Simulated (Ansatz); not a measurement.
Ansatz results at the PBE0-D4/def2-TZVP geometry: HOMO energy (ωB97M-V/def2-TZVPP) -10.50 eV; LUMO energy (PBE/def2-TZVPP) -1.08 eV; LUMO energy (B3LYP/def2-TZVPP) -0.35 eV.

Each molecule was computed in one conformer, which needn't be the lowest.

**Question.** Which molecule gave them?
A. `CO[Si]([SiH3])(Cl)Cl`
B. `N#C[Si](F)(F)C#N`
C. `[SiH3]O[SiH](Br)O[SiH3]`
D. `CC(C)(C)[Si](Cl)(Cl)C(C)(C)C`

**Answer.** A. The others give `CC(C)(C)[Si](Cl)(Cl)C(C)(C)C`: -9.83, -0.07, 0.55; `N#C[Si](F)(F)C#N`: -13.35, -3.39, -2.66; `[SiH3]O[SiH](Br)O[SiH3]`: -10.90, -1.04, -0.38.

B3LYP here is the variant with VWN-RPA as its local correlation; programs differ in this.
